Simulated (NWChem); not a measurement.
Species: C₂H₄N₂Si; SMILES [SiH2]1N=CC=N1

```xyz
9

C      0.0000     0.7640    -1.2144
N      0.0000     1.3635    -0.0730
Si     0.0000     0.0000     1.1101
N      0.0000    -1.3635    -0.0730
C      0.0000    -0.7640    -1.2144
H      0.0000     1.3253    -2.1759
H     -1.2363     0.0000     1.9557
H      1.2363     0.0000     1.9557
H      0.0000    -1.3253    -2.1759
```
Atoms are numbered in this order, from 1.

Level: PBE-D3(BJ)/def2-SVP (NWChem), optimised geometry, unscaled harmonic frequencies. 

```
frequency (cm⁻¹)  IR intensity (km/mol)
----------------  ---------------------
260                                 3.9
431                                 0.0
522                                22.5
568                                65.8
630                                14.4
677                                 0.0
715                                 7.9
734                                17.8
849                                22.6
864                                35.3
892                               106.6
897                                91.4
979                                 0.0
1263                                0.8
1284                                3.7
1557                               41.0
1631                                5.3
2196                               57.0
2206                               73.8
2990                               23.5
3004                               75.4
```

The zero-point energy is 35.9 kcal/mol and the thermal correction to the enthalpy at 298.15 K (with zero-point energy) is 39.5 kcal/mol. The heat capacity Cv is 17.8 cal/(mol K), the entropy at 298.15 K and 1 atm (symmetry number 2) comes out as 68.9 cal/(mol K) and the dipole moment comes out as 0.81 D.

Rigid rotor and harmonic oscillator.
